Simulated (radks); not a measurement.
Values are calculated unless marked as measured or tabulated.
Task: These are the eigenvalues of the occupied orbitals of an atom or ion with whole-number occupations (hartree). Level of theory: scalar-relativistic Kohn-Sham, PBE, spin-unpolarised, spherical densities, point nucleus (a radial shooting solver on a logarithmic mesh with Libxc functionals).

1s: -1118.672
2s: -174.4291
2p: -157.0992
3s: -38.09162
3p: -32.44257
3d: -23.83563
4s: -10.08114
4p: -8.30153
4d: -5.65621

Which element is it, and in what charge state? The configuration may be excited.

Result: Z = 51, antimony, charge +8: Sb8+ in [Kr] 4d7. The list shows which subshells hold electrons but not how many an open one holds; the 1s level, -1118.7 hartree, gives Z - s = 47.3 by -(Z - s)^2/2, which with screening and relativity narrows Z to a few neighbours, and the depths of the outer levels then fix element, charge and occupations together.
